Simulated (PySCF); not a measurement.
Molecular orbitals of RbSb

M06-2X at R = 3.499 Å; Rb def2-SVP with ECP28, Sb def2-SVP with ECP28; scalar-relativistic core potentials (PySCF 2.14). State: ³Σ⁻ (triplet), unpaired electrons π ↑↑. Only the outer orbitals are listed, counted within each symmetry, core potentials removing the inner ones.

```
spin  orbital  occ.  ε (eV)  on Rb (%)            main shells (%)
   α       3π     1  -19.57        100                   100 Rb p
   α       3π     1  -19.57        100                   100 Rb p
   α       5σ     1  -19.43         99                    99 Rb p
   α       6σ     1  -14.27          2                    98 Sb s
   α       4π     1   -5.41          5                    95 Sb p
   α       4π     1   -5.41          5                    95 Sb p
   α       7σ     1   -4.98         13           87 Sb p, 11 Rb s
   α       8σ     0   -1.35         95           70 Rb s, 25 Rb p
   α       5π     0   -0.36        100           80 Rb p, 20 Rb d
   α       5π     0   -0.36        100           80 Rb p, 20 Rb d
   β       3π     1  -19.57        100                   100 Rb p
   β       3π     1  -19.57        100                   100 Rb p
   β       5σ     1  -19.42        100                   100 Rb p
   β       6σ     1  -11.35          4                    96 Sb s
   β       7σ     1   -4.12         20           79 Sb p, 19 Rb s
   β       4π     0   -0.97         39  60 Sb p, 22 Rb p, 18 Rb d
   β       4π     0   -0.97         39  60 Sb p, 22 Rb p, 18 Rb d
   β       8σ     0   -0.84         92   77 Rb s, 15 Rb p, 8 Sb p
```

Question: Which are the highest filled and the lowest empty level, where do they sit, and how wide is the gap?

Answer: Highest filled β 7σ at -4.12 eV (in %: 79 Sb p, 19 Rb s); lowest empty α 8σ at -1.35 eV (in %: 70 Rb s, 25 Rb p); the gap at M06-2X is 2.77 eV.

```
bond order (Mayer)                               : 0.80
⟨S²⟩                                             : 2.018
charge on Rb (Mulliken, basis-dependent)         : 0.53
charge on Rb (Löwdin, basis-dependent)           : 0.28
dipole moment (positive dipole means Rb(−)Sb(+)) : -10.56 D
```

Spin–orbit coupling is left out. The state was picked by a PBE0 search and need not be the measured ground state.
